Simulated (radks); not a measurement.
Question: All-electron atom: the tin ion Sn36+ in [Ne] 3s2 3p2. All-electron calculation, Dirac Kohn-Sham, exchange-only B88, spin-unpolarised, spherical densities, point nucleus; open shells fill j = l - 1/2 first. Program: a radial shooting solver on a logarithmic mesh with Libxc functionals.

Spin-orbit splittings of the eigenvalues, e(l+1/2) - e(l-1/2), with zeta = 2 splitting/(2l+1) and mean radii in bohr:

shell  occ.  splitting (eV)  zeta (eV)  <r> j=l-1/2  <r> j=l+1/2
2p        6           237.5      158.3       0.1041       0.1093
3p        2               ?          ?       0.2865       0.2942

Estimate the 3p splitting.

Answer: 58.90 eV (zeta = 39.27 eV).
